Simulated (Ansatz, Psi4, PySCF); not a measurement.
H$_{2}$S$_{2}$, charge -1, doublet, at the geometry of the source list (a state made from the parent by changing its charge; the spin is typed, not shown lowest) (in this run its highest filled SCF level lies above zero, so its values depend strongly on the basis, on diffuse functions most of all). Base run: PBE/6-31G** (PySCF).

Here is a job for PySCF.
```python
from pyscf import gto, scf, dft

mol = gto.Mole()
mol.atom = '''
    S    -0.901900    0.443900    0.487000
    S     0.900200    0.457200   -0.477800
    H    -1.530600   -0.450500   -0.292300
    H     1.532400   -0.450600    0.283100
'''
mol.basis = '6-31g**'
mol.charge = -1
mol.spin = 1
mol.verbose = 4
mol.build()

mf = dft.UKS(mol)
mf.xc = 'pbe'
mf.kernel()
```

The same geometry, method and basis name were run in Ansatz (an electronic-structure program) and Psi4 and PySCF, at each program's defaults and at the settings that a row names. The base is PySCF at its defaults. Differences at the defaults can come from grids, fitting, cores and function types together.

| code and settings | ΔE vs base (mEh) | basis functions | E (Eh) | SCF cycles |
|---|---|---|---|---|
| PySCF, defaults (exact integrals, its default grid, spherical functions) | 0.000 | 46 | -797.13962 | 9 |
| Psi4, defaults (density fitting with its default set, its default grid, Cartesian functions) | -6.383 | 48 | -797.14600 | 8 |
| Ansatz, defaults (factorised integrals, its default grid, Cartesian functions) | -6.257 | 48 | -797.14587 | - |
| PySCF, density fitting with def2-universal-jkfit | -0.051 | 46 | -797.13967 | 9 |
| PySCF, fine grid | -0.003 | 46 | -797.13962 | 9 |
| Psi4, exact integrals, spherical functions, fine grid | -0.003 | 46 | -797.13962 | 12 |
| Ansatz, high accuracy, Cartesian functions as the basis file defines them | -6.254 | 48 | -797.14587 | - |

Open shells are given as the SCF converged; they aren't shown to be the lowest states, and a large step between rows can be another state.
